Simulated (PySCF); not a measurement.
Compound: C₅H₃F₂S (doublet state).
Geometry (GFN2-xTB, Å), atoms numbered from 1 in this order:
```
atom  x, y, z in Å
F1     2.8205    0.6793    0.4730
C2     2.0834   -0.3197   -0.0327
C3     0.7248   -0.2274   -0.0675
C4    -0.1026    0.8247    0.3755
C5    -1.4543    0.5772    0.1837
C6    -1.6806   -0.6436   -0.3977
F7    -2.8687   -1.1570   -0.7042
S8    -0.2396   -1.5458   -0.7349
H9     2.6669   -1.1511   -0.3883
H10    0.3035    1.7164    0.8139
H11   -2.2478    1.2496    0.4533
```

The hyperfine couplings belong to this conformer and change with its torsions.

As a line formula: `F[CH]c1ccc(F)s1` [radical].

Level of theory: UKS B3LYP, pcH-1 on C F H S, non-relativistic, mean-field spin-orbit, GIAO (PySCF 2.14.0). Geometry: GFN2-xTB, one conformer, isolated molecule. Couplings are sensitive to structure, and on GFN2-xTB geometries they can be far from those on DFT ones. No stability test was run, so a lower SCF solution isn't excluded. ⟨S²⟩ is 0.781 where a pure state has 0.75.

The Mulliken spin populations are largest on C2 (+0.56), C4 (+0.41), C6 (+0.31) and C3 (-0.20). Three atoms exceed +0.15. The angles at C2 add up to 360.0°, so it is planar; its axial dipolar tensor and the negative coupling of its proton fit spin in a p orbital normal to that plane.

Task: McConnell's relation a(H) = Q·ρ ties the coupling of a proton on a planar π carbon to the spin population of that carbon. What Q do the computed values give?

Result: 
```json
{"H": "H9", "C": "C2", "ρ(C)": "+0.557", "a(H) (G)": "-15.26", "a/ρ (G)": "-27.4"}
{"H": "H10", "C": "C4", "ρ(C)": "+0.413", "a(H) (G)": "-9.80", "a/ρ (G)": "-23.7"}
{"H": "H11", "C": "C5", "ρ(C)": "-0.137", "a(H) (G)": "+2.19", "a/ρ (G)": "-16.0"}
```

A least-squares line through the origin gives Q = -25.7 G with Mulliken populations. In every row coupling and population have opposite signs. Where ρ is negative the coupling is positive.

Task: Leave H11 and its like out of the fit. How well does the relation then predict its coupling?

Result: The other protons give Q = -26.1 G, so a = -26.1 × -0.137 = 3.58 G, against the computed 2.19 G.

Couplings in gauss use g_iso = 2.0042.
